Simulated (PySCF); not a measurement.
Atom-mapped SMILES (the numbers label the heavy atoms): `[CH3:1][O:2][Si@@:3]1([C:4]#[N:5])[SiH2:6][SiH2:7][Si@@H:8]1[CH3:9]`. Hydrogens are named by the atom that carries them. Ha(Si6), Ha(Si7) are cis to C9 on the ring; Hb(Si6), Hb(Si7) are trans to C9 on the ring.

Calculated, not measured (PySCF 2.14.0 with density-fitted response routines): GIAO PBE0/pcSseg-1 shieldings, geometry from GFN2-xTB. Non-relativistic Hamiltonian, a single conformation, averaged over atoms made equivalent by symmetry, fast rotation or ring inversion, isolated molecule.

δ = σ(ref) − σ, references computed at the same level: 13C (186.93 ppm), 1H (31.72 ppm), 29Si (349.16 ppm) against TMS; H2O for 17O (336.08 ppm); 15N (267.73 ppm) against NH3.

| atoms | nucleus | count | δ (ppm) |
| --- | --- | --- | --- |
| O2 | 17O | 1 | 3.8 |
| Si8 | 29Si | 1 | -29.6 |
| H(Si8) | 1H | 1 | ? |
| Hb(Si6) | 1H | 1 | ? |
| N5 | 15N | 1 | 370.5 |
| Si3 | 29Si | 1 | 2.1 |
| C9 | 13C | 1 | ? |
| Si6 | 29Si | 1 | -98.0 |
| Si7 | 29Si | 1 | ? |
| Hb(Si7) | 1H | 1 | 4.00 |
| H(C9) | 1H | 3 | 0.40 |
| Ha(Si7) | 1H | 1 | ? |
| H(C1) | 1H | 3 | 3.76 |
| C4 | 13C | 1 | 124.4 |
| Ha(Si6) | 1H | 1 | 4.06 |
| C1 | 13C | 1 | 54.5 |

Q: Estimate the values marked ?.

A: 
- C9: -8.0 ppm, methyl carbon bonded to Si; an electropositive neighbour leaves it electron-rich and shielded
- H(Si8): 5.06 ppm, hydrogen on a silicon bonded to C, 2 Si, in a 4-membered ring
- Hb(Si6): 4.34 ppm, hydrogen on a silicon bonded to 2 Si, in a 4-membered ring
- Ha(Si7): 3.86 ppm, hydrogen on a silicon bonded to 2 Si, in a 4-membered ring
- Si7: -102.5 ppm, silicon bonded to 2 Si, 2 H, in a 4-membered ring

Shifts are as computed. Against solution values, carbons near 30 ppm lie about +3 ppm off and those near 130 ppm about +5 ppm. Of 1309 compounds with measured shifts, 239 miss one by over three times the rms of a fit or turn the order of signals round; such compounds aren't used in these exercises. Experimental scales use liquid or dissolved standards, which lie at an offset from isolated NH3 (liquid NH3: subtract about 20 ppm) and H2O (liquid H2O: subtract about 36 ppm). Unscaled 15N shifts of sp2 nitrogen come out 20 to 40 ppm too high even then.
